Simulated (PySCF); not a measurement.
# Dipole response of He⁺ (helium, charge +1)

1s1, 2S determinant. Computed with PySCF 2.14 in def2-QZVPPD (4s4p2d1f, 33 functions), with no relativity, point nucleus. Coupled (time-dependent) response in atomic units; α is the mean over directions.

```json
{"method": "UHF", "mean α (bohr³)": "0.2805", "C₆ (like pair)": "0.1014", "S(−4)": "0.1030"}
```

S(−4) is the Cauchy moment in α(ω) = α(0) + S(−4) ω² + …

α(iu) at UHF:

```tsv
u (hartree)	α(iu) (bohr³)
0	0.2805
0.0500	0.2802
0.100	0.2795
0.200	0.2764
0.300	0.2715
0.500	0.2571
0.750	0.2332
1.00	0.2069
1.50	0.1576
2.00	0.1193
3.00	0.07159
5.00	0.03225
```

For a non-relativistic one-electron ion the exact value is 9/(2Z⁴) = 0.2812 bohr³; Hartree-Fock is exact here up to the basis.

For an ion, C₆ is the dispersion term alone; charge-induced terms of lower order in 1/R come first.
